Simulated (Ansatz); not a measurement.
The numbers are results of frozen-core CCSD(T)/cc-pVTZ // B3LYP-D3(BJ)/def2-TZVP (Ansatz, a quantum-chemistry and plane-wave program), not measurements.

Ansatz 0.2 input:
```yaml
crystal:
  periodic: [false, false, false]
  atoms:
    - { symbol: C, position_ang: [2.285328, -0.157809, -0.515578] }
    - { symbol: C, position_ang: [1.12705, -0.456969, -0.590515] }
    - { symbol: O, position_ang: [-0.119173, -0.801455, -0.682446] }
    - { symbol: Si, position_ang: [-1.392322, 0.150598, -0.124249] }
    - { symbol: H, position_ang: [3.31243, 0.098231, -0.453753] }
    - { symbol: H, position_ang: [-2.595457, -0.636416, -0.440222] }
    - { symbol: H, position_ang: [-1.378783, 1.443532, -0.83702] }
    - { symbol: H, position_ang: [-1.239082, 0.360281, 1.329179] }
basis:
  gaussian: { orbitals: cc-pVTZ }
correlation:
  method: ccsd_t
```

Output:

```
Functional definition: HF
1043 factors; integrals over basis functions are off by at most 9.0e-4 eV
mean field evaluation 1: about -12021.2657 eV, gradient 3.1e1 eV
mean field evaluation 2: about -12021.6181 eV, gradient 3.1e1 eV
mean field evaluation 4: about -12024.0687 eV, gradient 3.7e0 eV
mean field evaluation 8: about -12024.1138 eV, gradient 2.5e-1 eV
mean field evaluation 16: about -12021.2652 eV, gradient 3.1e1 eV
mean field -12024.11401359 eV, -441.8780397624 hartree, gradient 2.5e-6 eV, S^2 0.000000; 0 other end points of the search recorded, 0 dependent functions left out
8 core orbitals not correlated
reference -12024.11401359 eV, -441.8780397624 hartree; 11, 11 occupied and 161, 161 virtual orbitals, 1043 factors
second order -17.90876665 eV of doubles, -0.00000000 eV of singles
cycle   1  -17.97830740 eV  change   -7.0e-2 eV  update   1.0e-1
cycle   2  -18.50864761 eV  change   -5.3e-1 eV  update   3.3e-2
cycle   3  -18.63215016 eV  change   -1.2e-1 eV  update   1.6e-2
cycle   4  -18.62541543 eV  change    6.7e-3 eV  update   4.2e-3
cycle   5  -18.62598363 eV  change   -5.7e-4 eV  update   1.7e-3
cycle   6  -18.62719925 eV  change   -1.2e-3 eV  update   4.4e-4
cycle   7  -18.62715439 eV  change    4.5e-5 eV  update   1.4e-4
cycle   8  -18.62717147 eV  change   -1.7e-5 eV  update   4.9e-5
cycle   9  -18.62719736 eV  change   -2.6e-5 eV  update   1.8e-5
perturbative correction -0.81545479 eV, -0.0299674110 hartree
Total energy: -12043.55666575 eV, -442.5925440503 hartree
```

Cost: about 50 core-seconds (a rough figure).
